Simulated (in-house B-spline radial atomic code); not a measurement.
Sb III (Sb2+) is squeezed into an impenetrable sphere of radius R (the orbitals vanish at R). No spin polarisation. All numbers are computed (scalar-relativistic (X2C) PBE, spherical fractional occupations; Fermi nucleus of rms radius 4.6802 fm) with a radial B-spline atomic code at the basis-set limit, not measured.

Energies in eV above the free ion in [Kr] 4d10 5s2 5p1:

```tsv
R (bohr)	highest level (eV)	[Kr] 4d10 5s2 5p1	[Kr] 4d10 5s1 5p1 5d1	[Kr] 4d10 5s2 5f1
9.76	-20.1	2.755e-05	20.53	20.73
6.62	-20	0.03027	20.98	27.19
4.82	-19.1	0.9201	24.3	38.6
4.24	-17.6	2.682	28.37	46.3
3.76	-15.1	6.503	35.45	56.73
3	-4.17	27.6	66.51	93.23
2.62	9.46	60.03	107.8	136.5
2.08	58.2	206	274	301.1
1.7	152	565.1	652.9	669.2
1.22	527	2578	2680	2639
```

(1) Does [Kr] 4d10 5s1 5p1 5d1 fall below [Kr] 4d10 5s2 5p1 under compression?

(2) Does [Kr] 4d10 5s2 5f1 fall below [Kr] 4d10 5s2 5p1 under compression?

The highest level is first positive in the row R = 2.62 bohr, pushed up by confinement above the zero of the free ion's potential. Each configuration is held fixed and needn't be the lowest in the sphere.

## Answers

(1) No, it stays above over the whole range.

(2) No, it stays above over the whole range.
